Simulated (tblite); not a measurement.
Compound: C₄H₇NO₃S.
Structure used (GFN2-xTB), in Å, numbered top down from 1:
```xyz
16
C4H7NO3S angstrom
C     -0.6095    1.9298   -0.4983
C     -0.5290    0.7193    0.0254
C     -1.4747   -0.3880   -0.3184
N     -1.5293   -1.3720    0.5990
O     -2.1048   -0.3885   -1.3541
S      0.8172    0.3871    1.1818
C      1.8867   -0.7606    0.2717
O      0.2905   -0.3115    2.3339
O      1.5392    1.6024    1.4217
H     -1.3845    2.1811   -1.2054
H      0.0989    2.6900   -0.2137
H     -1.0602   -1.2653    1.4913
H     -2.2096   -2.1035    0.4701
H      2.6964   -1.0535    0.9287
H      1.2961   -1.6208   -0.0159
H      2.2690   -0.2368   -0.5944
```

Calculated harmonic vibrations of the isolated species, GFN2-xTB (tblite), most abundant isotopes, no scaling. Against measured fundamentals such values can be off by several per cent, at times by over 20. One conformer, not necessarily the lowest.

Harmonic wavenumbers (cm⁻¹): 48.4, 56.8, 112.0, 136.6, 223.1, 249.5, 276.9, 307.9, 327.7, 347.2, 446.8, 498.0, 512.0, 541.9, 619.4, 648.1, 668.7, 731.5, 753.2, 831.8, 854.1, 862.8, 947.7, 1059.4, 1091.2, 1135.0, 1234.6, 1271.2, 1285.5, 1346.8, 1419.4, 1426.9, 1441.9, 1678.6, 1745.8, 3065.0, 3081.3, 3086.5, 3089.6, 3128.1, 3337.4, 3500.7.

A = 2314, B = 1174, C = 975.9 MHz; mass 149.015 u (most abundant isotopes); point group C1, symmetry number 1.

Question: Zero-point energy?

Answer: ½Σν̃ = 24714 cm⁻¹ = 295.64 kJ/mol.

Question: Entropy at 500 K, 1 bar (ideal gas, RRHO, classical rotation)?

Answer: Translation 182.01, rotation 128.56, vibration 208.52: S = 519.1 J/(mol K).

Question: And Cp and H(500 K) − H(0)?

Answer: Cp = 226.04 J/(mol K), of which vibrations give 192.78 (their classical limit is 42 R = 349.2); H(500 K) − H(0) = 69.60 kJ/mol without the zero-point energy, 52.97 from vibrations.

Question: Blend soft modes into free rotors: weight 1/[1 + (100 cm⁻¹/ν̃)⁴] for the oscillator and the rest for a rotor with moment μB/(μ + B), μ = h/(8π²ν), B = 10⁻⁴⁴ kg m². What vibrational entropy results?

Answer: 192.61 J/(mol K) in place of 208.52, which changes −T·S at 500 K by +7.96 kJ/mol.

Question: What must be added to the electronic energy to get the Gibbs energy at 500 K and 1 bar?

Answer: ZPE + [H(500 K) − H(0)] − T·S = 295.64 + 69.60 − 259.54 = 105.70 kJ/mol.

Question: How do the functions run with temperature in this model?

Answer: 
```
 T (K)  S (J/(mol K))  Cp (J/(mol K))  H − H(0) (kJ/mol)  G − H(0) (kJ/mol)  ln q(vib)
    50          247.8            54.7               2.12             -10.27       0.57
   100          292.8            78.1               5.43             -23.85       1.77
298.15          418.4           164.1              29.76             -94.99       7.03
373.15          458.2           190.4              43.08            -127.88       9.04
   750          620.3           272.4             132.41            -332.83      18.40
  1000          702.9           301.5             204.38            -498.56      23.84
```

q(vib) and H(0) count from the zero-point level.

Question: Which modes carry the vibrational entropy at 500 K?

Answer: 48.4 cm⁻¹: 24.71; 56.8 cm⁻¹: 23.38; 112.0 cm⁻¹: 17.76; 136.6 cm⁻¹: 16.13; 223.1 cm⁻¹: 12.14; 249.5 cm⁻¹: 11.25 J/(mol K); the other 36 give 103.15 together.

Hindered rotation and anharmonicity are outside this model. Other conformers, if any are populated, would add a mixing term that is left out. The structure is chiral; the term R ln 2 for an equal mix with its mirror image is left out.
